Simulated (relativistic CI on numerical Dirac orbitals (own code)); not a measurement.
## Crystal-field levels of Mo²⁺, 4d4

Calculated by Dirac-Coulomb-Breit CI, KLI orbitals optimised for each configuration, a model potential for QED, one configuration in a parametric crystal field, unscaled Slater integrals (own radial code). With so little scaling, terms lie 10 to 35 % too far apart, which can change the order of excited levels.

Field parameters in Wybourne normalisation: D3d B²₀ = −7Dσ, B⁴₀ = −14Dq − 21Dτ, B⁴₃ = −14√(10/7) Dq. The field is a parameter set, without covalency.

S and J are read from ⟨S²⟩ = S(S + 1) and ⟨J²⟩ = J(J + 1) of each level; they are not fictitious spins.

D3d, 10Dq = 29650, Dσ = -1200, Dτ = -50 cm⁻¹, the lowest 16 levels:

| E (cm⁻¹) | Degeneracy | Irrep | S | J |
| --- | --- | --- | --- | --- |
| 0.0 | 1 | A1 | 1.00 | 4.31 |
| 106 | 1 | A2 | 1.00 | 4.27 |
| 416 | 2 | E | 1.00 | 4.07 |
| 784 | 2 | E | 1.00 | 3.82 |
| 3911 | 1 | A1 | 1.00 | 4.00 |
| 3925 | 2 | E | 1.01 | 4.01 |
| 8117 | 1 | A1 | 0.03 | 4.44 |
| 10208 | 2 | E | 0.02 | 4.55 |
| 12621 | 1 | A2 | 2.00 | 2.95 |
| 12622 | 2 | E | 2.00 | 2.91 |
| 12651 | 1 | A1 | 1.99 | 2.93 |
| 12659 | 2 | E | 1.99 | 2.96 |
| 12680 | 2 | E | 1.99 | 3.00 |
| 12709 | 1 | A2 | 2.00 | 3.04 |
| 12710 | 1 | A1 | 2.00 | 3.03 |
| 12997 | 2 | E | 0.03 | 4.68 |

D3d, 10Dq = 29650, Dσ = -980, Dτ = -50 cm⁻¹, the lowest 10 levels:

```json
{"E (cm⁻¹)": "0.0", "Degeneracy": "1", "Irrep": "A1", "S": "1.00", "J": "4.31"}
{"E (cm⁻¹)": "115", "Degeneracy": "1", "Irrep": "A2", "S": "1.01", "J": "4.26"}
{"E (cm⁻¹)": "414", "Degeneracy": "2", "Irrep": "E", "S": "1.00", "J": "4.08"}
{"E (cm⁻¹)": "779", "Degeneracy": "2", "Irrep": "E", "S": "1.00", "J": "3.82"}
{"E (cm⁻¹)": "3348", "Degeneracy": "1", "Irrep": "A1", "S": "1.00", "J": "3.99"}
{"E (cm⁻¹)": "3352", "Degeneracy": "2", "Irrep": "E", "S": "1.01", "J": "4.00"}
{"E (cm⁻¹)": "8370", "Degeneracy": "1", "Irrep": "A1", "S": "0.02", "J": "4.46"}
{"E (cm⁻¹)": "10154", "Degeneracy": "2", "Irrep": "E", "S": "0.02", "J": "4.55"}
{"E (cm⁻¹)": "12404", "Degeneracy": "1", "Irrep": "A2", "S": "2.00", "J": "2.96"}
{"E (cm⁻¹)": "12407", "Degeneracy": "2", "Irrep": "E", "S": "2.00", "J": "2.93"}
```

D3d, 10Dq = 29650, Dσ = -760, Dτ = -50 cm⁻¹, the lowest 10 levels:

```
E (cm⁻¹)  Degeneracy  Irrep     S     J
     0.0           1     A1  1.00  4.32
     129           1     A2  1.01  4.26
     413           2      E  1.00  4.09
     778           2      E  1.00  3.83
    2792           2      E  1.00  3.99
    2796           1     A1  1.00  3.97
    8610           1     A1  0.02  4.49
   10096           2      E  0.01  4.56
   12017           2      E  0.05  4.64
   12200           1     A2  2.00  2.97
```

The free-ion ground term has S = 2. The field overcomes the spin-pairing energy for D3d, 10Dq = 29650, Dσ = -1200, Dτ = -50 cm⁻¹; D3d, 10Dq = 29650, Dσ = -980, Dτ = -50 cm⁻¹; D3d, 10Dq = 29650, Dσ = -760, Dτ = -50 cm⁻¹, where the ground state has lower spin; these fields are assumed values.

Levels of this model without a field, named by their leading LS term: ⁵D0 0, ⁵D1 199, ⁵D2 571, ⁵D3 1082, ⁵D4 1704, ³H4 15418, ³H5 15873, ³P0 15941 cm⁻¹.
